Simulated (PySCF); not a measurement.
**Reproducing measurements on H9NSi3**

**The experiment to reproduce.**

Beach, A photoelectron spectroscopic study of bonding in inorganic and organometallic compounds, PhD thesis, LBL 1985 lists, for the gas: N 1s binding energy of N2 403.91 eV.

The runs below try to reproduce these values; the comparison stands at the end.

Compound: H9NSi3.
SMILES with atom numbers: `[SiH3:1][N:2]([SiH3:3])[SiH3:4]` (hydrogens: H5, H6, H7 on Si1; H8, H9, H10 on Si3; H11, H12, H13 on Si4)

Cartesian coordinates in Å at the GFN2-xTB level; atoms count from 1:
```
atom  x, y, z in Å
Si1    0.291    1.650    0.549
N2     0.027    0.036   -0.058
Si3   -1.602   -0.507   -0.362
Si4    1.315   -1.136    0.043
H5    -0.672    2.532   -0.109
H6     0.101    1.689    2.004
H7     1.661    2.030    0.210
H8    -2.348    0.620   -0.917
H9    -1.529   -1.607   -1.322
H10   -2.230   -0.966    0.883
H11    1.356   -1.740    1.380
H12    1.057   -2.162   -0.965
H13    2.569   -0.438   -0.233
```

Runs made with PySCF (gas phase, on this GFN2-xTB geometry; non-relativistic but for the core-level run):

```json
{"level": "delta-SCF UKS SCAN, pcX-2 on the ionised atom, pcseg-1 elsewhere, spin-free X2C", "job": "ΔSCF core ionisation, 3 holes", "basis functions": "155", "wall time": "15 s"}
```

Hardware: an Arm Neoverse V1 with one thread, no GPU, on a shared host.

Results beside the measurements:

**Core binding energies.** Delta-SCF UKS SCAN, pcX-2 on the ionised atom, pcseg-1 elsewhere, spin-free X2C in PySCF 2.14.0.

```tsv
level and atom	computed (eV)	measured (eV)	computed − measured (eV)
N 1s, N2	403.73	403.91	-0.18
```

Sources, in the order of the opening: Beach, A photoelectron spectroscopic study of bonding in inorganic and organometallic compounds, PhD thesis, LBL 1985. The computed values are vertical, without vibrational structure; measured positions hang on the energy calibration. 

The geometry is computed, not the measured one. Where a level misses, the cause wasn't examined.
